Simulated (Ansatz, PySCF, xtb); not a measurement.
Dimer: FGeH3O (SMILES [OH][GeH2][F]) (first 6 atoms) with NH3 (SMILES N); geometry from B3LYP-D3(BJ)/def2-TZVP, rigid monomers moved along the line of their centres of mass till Ge2···N7 is 4.50 Å.
(charge 0, multiplicity 1):
```xyz
10

O     -1.435     0.343     0.815
Ge     0.222    -0.327     0.643
F      0.086    -0.822    -1.070
H     -1.889     0.242    -0.030
H      0.461    -1.680     1.319
H      1.346     0.707     0.559
N      0.214     1.043     4.925
H      0.247     0.330     5.645
H      0.843     1.792     5.190
H     -0.730     1.412     4.880
```

Monomers are frozen at their geometry in the pair; levels with a basis set take the counterpoise correction. Rows marked so take none.

Frozen-core correlation. Filled d and f shells under p-block atoms count as core. Rows in 6-31G* carry no dispersion term and start afresh at each structure (6-31G* with six Cartesian d functions); the Pople sets are all-electron and without relativity. MP2/6-31G* freezes PySCF's default core, which leaves 3d correlated.

The values were computed with Ansatz (a quantum-chemistry and plane-wave program); PySCF for 6-31G* rows, the dispersion terms; xtb for the GFN methods. Values without a source in brackets are computed.

| level | interaction energy (kJ/mol) |
|---|---|
| GFN-FF | -2.8 |
| PBE/def2-TZVPPD | -7.7 |
| r2SCAN-D4/def2-TZVPPD | -8.5 |
| B3LYP/def2-TZVPPD | -6.8 |
| B3LYP-D3(BJ)/def2-TZVPPD | -8.4 |
| B3LYP-D4/def2-TZVPPD | -8.8 |
| PBE0-D3(BJ)/def2-TZVPPD | -8.9 |
| MP2/6-31G* (no counterpoise) | … |
| MP2/aug-cc-pVDZ | -8.9 |

**Question.** What belongs in the gaps?

**Answer.** 
- MP2/6-31G* (no counterpoise), interaction energy (kJ/mol): -12.7
